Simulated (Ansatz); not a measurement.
Ansatz (a quantum-chemistry and plane-wave program) input (B3LYP-D3(BJ)/def2-TZVP):

Ansatz 0.2 input:
```yaml
crystal:
  periodic: [false, false, false]
  atoms:
    - {symbol: Si, position_ang: [-0.21142404, -0.12055611, 0.51581981]}
    - {symbol: C, position_ang: [-2.01976058, -0.14097651, 0.26536528]}
    - {symbol: Cl, position_ang: [0.66003798, -1.55077522, -0.68439406]}
    - {symbol: Cl, position_ang: [0.51913239, 1.74148165, 0.03219446]}
    - {symbol: H, position_ang: [0.21101448, -0.41128650, 1.89584980]}
    - {symbol: H, position_ang: [-2.60892652, 0.78043835, 0.23280206]}
    - {symbol: H, position_ang: [-2.56937882, -1.08002829, 0.14452759]}
basis:
  gaussian:
    orbitals: def2-TZVP
hamiltonian:
  xc: b3lyp
  dispersion: d3bj
magnetization: {spin_polarized: true, initial_magnetization: 1}
relax: {f_tol: 0.002, max_steps: 150}
```

Output:

```
Functional definition: B3LYP
integrals: 0.09 GiB planned
1099 factors; their error is unknown
mean field: 1.04 GiB planned
mean field evaluation 1: about -34008.4734 eV, gradient 3.0e1 eV
mean field evaluation 2: about -34006.3100 eV, gradient 3.4e1 eV
mean field evaluation 4: about -34012.9661 eV, gradient 2.0e0 eV
mean field evaluation 8: about -34012.9833 eV, gradient 4.1e-2 eV
mean field evaluation 16: about -34013.0625 eV, gradient 2.8e-4 eV
mean field -34013.06245930 eV, -1249.9569904976 hartree, gradient 3.3e-5 eV, S^2 0.753462; 0 other end points of the search recorded, 0 dependent functions left out
the calculation of the forces begins
reference -34013.06272751 eV, -1249.9570003541 hartree; 29, 28 occupied and 131, 132 virtual orbitals, 1099 factors
relax step   1: F+E_penalty+E_count = -34013.42166119 eV  Δ(F+E_penalty+E_count) = +0.000e0 eV  max|allowed force component| = 3.497e-1 eV/Å  Δτ_max = 0.0000 Å  (30 SCF iters, accepted)
these checks for a lower state are left out or cut short: starts, cluster_reference, orbital_swaps, neighbouring_geometries, increment
integrals: 0.09 GiB planned
1099 factors; their error is unknown
mean field: 1.04 GiB planned
mean field -34013.06666147 eV, -1249.9571449243 hartree, gradient 9.9e-6 eV, S^2 0.753419; 0 other end points of the search recorded, 0 dependent functions left out
the calculation of the forces begins
reference -34013.06692944 eV, -1249.9571547720 hartree; 29, 28 occupied and 131, 132 virtual orbitals, 1099 factors
relax step   2: F+E_penalty+E_count = -34013.42589062 eV  Δ(F+E_penalty+E_count) = -4.229e-3 eV  max|allowed force component| = 9.281e-2 eV/Å  Δτ_max = 0.0101 Å  (34 SCF iters, accepted)
these checks for a lower state are left out or cut short: starts, cluster_reference, orbital_swaps, neighbouring_geometries, increment
integrals: 0.09 GiB planned
1099 factors; their error is unknown
mean field: 1.04 GiB planned
mean field evaluation 32: about -34013.0668 eV, gradient 9.9e-6 eV
mean field -34013.06682881 eV, -1249.9571510740 hartree, gradient 9.9e-6 eV, S^2 0.753401; 0 other end points of the search recorded, 0 dependent functions left out
the calculation of the forces begins
reference -34013.06709664 eV, -1249.9571609167 hartree; 29, 28 occupied and 131, 132 virtual orbitals, 1099 factors
relax step   3: F+E_penalty+E_count = -34013.42609067 eV  Δ(F+E_penalty+E_count) = -2.001e-4 eV  max|allowed force component| = 3.619e-2 eV/Å  Δτ_max = 0.0078 Å  (34 SCF iters, accepted)
these checks for a lower state are left out or cut short: starts, cluster_reference, orbital_swaps, neighbouring_geometries, increment
integrals: 0.09 GiB planned
1099 factors; their error is unknown
mean field: 1.04 GiB planned
mean field -34013.06697191 eV, -1249.9571563327 hartree, gradient 9.9e-6 eV, S^2 0.753401; 0 other end points of the search recorded, 0 dependent functions left out
the calculation of the forces begins
reference -34013.06723977 eV, -1249.9571661766 hartree; 29, 28 occupied and 131, 132 virtual orbitals, 1099 factors
relax step   4: F+E_penalty+E_count = -34013.42621239 eV  Δ(F+E_penalty+E_count) = -1.217e-4 eV  max|allowed force component| = 1.540e-2 eV/Å  Δτ_max = 0.0074 Å  (34 SCF iters, accepted)
these checks for a lower state are left out or cut short: starts, cluster_reference, orbital_swaps, neighbouring_geometries, increment
integrals: 0.09 GiB planned
1099 factors; their error is unknown
mean field: 1.04 GiB planned
mean field -34013.06696052 eV, -1249.9571559143 hartree, gradient 9.9e-6 eV, S^2 0.753403; 0 other end points of the search recorded, 0 dependent functions left out
the calculation of the forces begins
reference -34013.06722841 eV, -1249.9571657589 hartree; 29, 28 occupied and 131, 132 virtual orbitals, 1099 factors
relax step   5: F+E_penalty+E_count = -34013.42626638 eV  Δ(F+E_penalty+E_count) = -5.399e-5 eV  max|allowed force component| = 7.305e-3 eV/Å  Δτ_max = 0.0165 Å  (33 SCF iters, accepted)
these checks for a lower state are left out or cut short: starts, cluster_reference, orbital_swaps, neighbouring_geometries, increment
integrals: 0.09 GiB planned
1099 factors; their error is unknown
mean field: 1.04 GiB planned
[...]
integrals: 0.09 GiB planned
1099 factors; their error is unknown
mean field: 1.04 GiB planned
mean field -34013.07404911 eV, -1249.9574164152 hartree, gradient 1.1e-5 eV, S^2 0.753476; 0 other end points of the search recorded, 0 dependent functions left out
the calculation of the forces begins
reference -34013.07431468 eV, -1249.9574261746 hartree; 29, 28 occupied and 131, 132 virtual orbitals, 1099 factors
relax step  42: F+E_penalty+E_count = -34013.43226341 eV  Δ(F+E_penalty+E_count) = -9.179e-6 eV  max|allowed force component| = 1.443e-2 eV/Å  Δτ_max = 0.0332 Å  (32 SCF iters, accepted)
these checks for a lower state are left out or cut short: starts, cluster_reference, orbital_swaps, neighbouring_geometries, increment
integrals: 0.09 GiB planned
1099 factors; their error is unknown
mean field: 1.04 GiB planned
mean field -34013.07405702 eV, -1249.9574167060 hartree, gradient 1.3e-5 eV, S^2 0.753473; 0 other end points of the search recorded, 0 dependent functions left out
the calculation of the forces begins
reference -34013.07432257 eV, -1249.9574264647 hartree; 29, 28 occupied and 131, 132 virtual orbitals, 1099 factors
relax step  43: F+E_penalty+E_count = -34013.43227406 eV  Δ(F+E_penalty+E_count) = -1.065e-5 eV  max|allowed force component| = 5.960e-3 eV/Å  Δτ_max = 0.0047 Å  (26 SCF iters, accepted)
these checks for a lower state are left out or cut short: starts, cluster_reference, orbital_swaps, neighbouring_geometries, increment
integrals: 0.09 GiB planned
1099 factors; their error is unknown
mean field: 1.04 GiB planned
mean field -34013.07406241 eV, -1249.9574169039 hartree, gradient 1.5e-5 eV, S^2 0.753473; 0 other end points of the search recorded, 0 dependent functions left out
the calculation of the forces begins
reference -34013.07432796 eV, -1249.9574266628 hartree; 29, 28 occupied and 131, 132 virtual orbitals, 1099 factors
relax step  44: F+E_penalty+E_count = -34013.43227964 eV  Δ(F+E_penalty+E_count) = -5.583e-6 eV  max|allowed force component| = 2.230e-3 eV/Å  Δτ_max = 0.0085 Å  (26 SCF iters, accepted)
these checks for a lower state are left out or cut short: starts, cluster_reference, orbital_swaps, neighbouring_geometries, increment
integrals: 0.09 GiB planned
1099 factors; their error is unknown
mean field: 1.04 GiB planned
mean field -34013.07407797 eV, -1249.9574174757 hartree, gradient 1.1e-5 eV, S^2 0.753474; 0 other end points of the search recorded, 0 dependent functions left out
the calculation of the forces begins
reference -34013.07434354 eV, -1249.9574272353 hartree; 29, 28 occupied and 131, 132 virtual orbitals, 1099 factors
relax step  45: F+E_penalty+E_count = -34013.43228596 eV  Δ(F+E_penalty+E_count) = -6.323e-6 eV  max|allowed force component| = 2.838e-3 eV/Å  Δτ_max = 0.0172 Å  (33 SCF iters, accepted)
these checks for a lower state are left out or cut short: starts, cluster_reference, orbital_swaps, neighbouring_geometries, increment
integrals: 0.09 GiB planned
1099 factors; their error is unknown
mean field: 1.04 GiB planned
mean field evaluation 320: about -34012.9805 eV, gradient 1.3e0 eV
mean field -34013.07400696 eV, -1249.9574148660 hartree, gradient 1.3e-5 eV, S^2 0.753482; 0 other end points of the search recorded, 0 dependent functions left out
the calculation of the forces begins
reference -34013.07427274 eV, -1249.9574246333 hartree; 29, 28 occupied and 131, 132 virtual orbitals, 1099 factors
relax step  46: F+E_penalty+E_count = -34013.43222657 eV  Δ(F+E_penalty+E_count) = +5.940e-5 eV  max|allowed force component| = 3.847e-2 eV/Å  Δτ_max = 0.0509 Å  (32 SCF iters, rejected (line search))
these checks for a lower state are left out or cut short: starts, cluster_reference, orbital_swaps, neighbouring_geometries, increment
integrals: 0.09 GiB planned
1099 factors; their error is unknown
mean field: 1.04 GiB planned
mean field -34013.07407982 eV, -1249.9574175437 hartree, gradient 1.1e-5 eV, S^2 0.753478; 0 other end points of the search recorded, 0 dependent functions left out
the calculation of the forces begins
reference -34013.07434548 eV, -1249.9574273066 hartree; 29, 28 occupied and 131, 132 virtual orbitals, 1099 factors
relax step  47: F+E_penalty+E_count = -34013.43228687 eV  Δ(F+E_penalty+E_count) = -9.076e-7 eV  max|allowed force component| = 1.245e-2 eV/Å  Δτ_max = 0.0249 Å  (32 SCF iters, accepted)
these checks for a lower state are left out or cut short: starts, cluster_reference, orbital_swaps, neighbouring_geometries, increment
integrals: 0.09 GiB planned
1099 factors; their error is unknown
mean field: 1.04 GiB planned
mean field -34013.07407418 eV, -1249.9574173365 hartree, gradient 1.8e-5 eV, S^2 0.753476; 0 other end points of the search recorded, 0 dependent functions left out
the calculation of the forces begins
reference -34013.07433981 eV, -1249.9574270982 hartree; 29, 28 occupied and 131, 132 virtual orbitals, 1099 factors
relax step  48: F+E_penalty+E_count = -34013.43228913 eV  Δ(F+E_penalty+E_count) = -2.258e-6 eV  max|allowed force component| = 5.664e-3 eV/Å  Δτ_max = 0.0034 Å  (25 SCF iters, accepted)
these checks for a lower state are left out or cut short: starts, cluster_reference, orbital_swaps, neighbouring_geometries, increment
integrals: 0.09 GiB planned
1099 factors; their error is unknown
mean field: 1.04 GiB planned
mean field -34013.07408245 eV, -1249.9574176402 hartree, gradient 1.6e-5 eV, S^2 0.753476; 0 other end points of the search recorded, 0 dependent functions left out
the calculation of the forces begins
reference -34013.07434807 eV, -1249.9574274018 hartree; 29, 28 occupied and 131, 132 virtual orbitals, 1099 factors
relax step  49: F+E_penalty+E_count = -34013.43229139 eV  Δ(F+E_penalty+E_count) = -2.263e-6 eV  max|allowed force component| = 1.673e-3 eV/Å  Δτ_max = 0.0030 Å  (25 SCF iters, accepted)
these checks for a lower state are left out or cut short: starts, cluster_reference, orbital_swaps, neighbouring_geometries, increment
integrals: 0.09 GiB planned
1099 factors; their error is unknown
mean field: 1.04 GiB planned
mean field -34013.07408398 eV, -1249.9574176965 hartree, gradient 2.5e-5 eV, S^2 0.753476; 0 other end points of the search recorded, 0 dependent functions left out
the calculation of the forces begins
reference -34013.07434962 eV, -1249.9574274587 hartree; 29, 28 occupied and 131, 132 virtual orbitals, 1099 factors
relax step  50: F+E_penalty+E_count = -34013.43229215 eV  Δ(F+E_penalty+E_count) = -7.608e-7 eV  max|allowed force component| = 2.107e-3 eV/Å  Δτ_max = 0.0042 Å  (24 SCF iters, accepted)
these checks for a lower state are left out or cut short: starts, cluster_reference, orbital_swaps, neighbouring_geometries, increment
integrals: 0.09 GiB planned
1099 factors; their error is unknown
mean field: 1.04 GiB planned
mean field evaluation 352: about -34012.9953 eV, gradient 3.3e-1 eV
mean field -34013.07408468 eV, -1249.9574177223 hartree, gradient 1.1e-5 eV, S^2 0.753477; 0 other end points of the search recorded, 0 dependent functions left out
the calculation of the forces begins
reference -34013.07435037 eV, -1249.9574274863 hartree; 29, 28 occupied and 131, 132 virtual orbitals, 1099 factors
relax step  51: F+E_penalty+E_count = -34013.43229344 eV  Δ(F+E_penalty+E_count) = -1.293e-6 eV  max|allowed force component| = 2.782e-3 eV/Å  Δτ_max = 0.0117 Å  (33 SCF iters, accepted)
these checks for a lower state are left out or cut short: starts, cluster_reference, orbital_swaps, neighbouring_geometries, increment
integrals: 0.09 GiB planned
1099 factors; their error is unknown
mean field: 1.04 GiB planned
mean field -34013.07409024 eV, -1249.9574179265 hartree, gradient 1.5e-5 eV, S^2 0.753477; 0 other end points of the search recorded, 0 dependent functions left out
the calculation of the forces begins
reference -34013.07435595 eV, -1249.9574276912 hartree; 29, 28 occupied and 131, 132 virtual orbitals, 1099 factors
relax step  52: F+E_penalty+E_count = -34013.43229374 eV  Δ(F+E_penalty+E_count) = -2.989e-7 eV  max|allowed force component| = 2.583e-3 eV/Å  Δτ_max = 0.0045 Å  (25 SCF iters, accepted)
these checks for a lower state are left out or cut short: starts, cluster_reference, orbital_swaps, neighbouring_geometries, increment
integrals: 0.09 GiB planned
1099 factors; their error is unknown
mean field: 1.04 GiB planned
mean field -34013.07408688 eV, -1249.9574178032 hartree, gradient 2.5e-5 eV, S^2 0.753477; 0 other end points of the search recorded, 0 dependent functions left out
the calculation of the forces begins
reference -34013.07435260 eV, -1249.9574275682 hartree; 29, 28 occupied and 131, 132 virtual orbitals, 1099 factors
relax step  53: F+E_penalty+E_count = -34013.43229408 eV  Δ(F+E_penalty+E_count) = -3.387e-7 eV  max|allowed force component| = 1.773e-3 eV/Å  Δτ_max = 0.0017 Å  (24 SCF iters, accepted)
integrals: 0.09 GiB planned
1099 factors; their error is unknown
mean field: 1.04 GiB planned
mean field evaluation 384: about -34013.0741 eV, gradient 1.6e-3 eV
mean field -34013.07408688 eV, -1249.9574178032 hartree, gradient 2.6e-5 eV, S^2 0.753477; 1 other end points of the search recorded, 0 dependent functions left out
the calculation of the forces begins
reference -34013.07435260 eV, -1249.9574275682 hartree; 29, 28 occupied and 131, 132 virtual orbitals, 1099 factors
Total energy: -34013.43255980 eV, -1249.9705914400 hartree
Atom 0 at    -0.211771    -0.143593     0.510736 Å, force    -0.000158    -0.000097     0.000140 eV/Å
Atom 1 at    -2.019917    -0.145096     0.276253 Å, force    -0.001260    -0.000043    -0.000378 eV/Å
Atom 2 at     0.694562    -1.274837    -0.956318 Å, force     0.000001     0.000058    -0.000038 eV/Å
Atom 3 at     0.509100     1.780380     0.362922 Å, force    -0.000068    -0.000255     0.000077 eV/Å
Atom 4 at     0.190254    -0.690139     1.814165 Å, force    -0.000152     0.000196    -0.000086 eV/Å
Atom 5 at    -2.491487     0.333398    -0.573876 Å, force     0.000349    -0.001001     0.001773 eV/Å
Atom 6 at    -2.690047    -0.641816     0.968283 Å, force     0.001288     0.001142    -0.001488 eV/Å
Dipole moment:    -0.368749    -0.090764     0.155569 e Å
```

It need not be the lowest isomer of its formula.
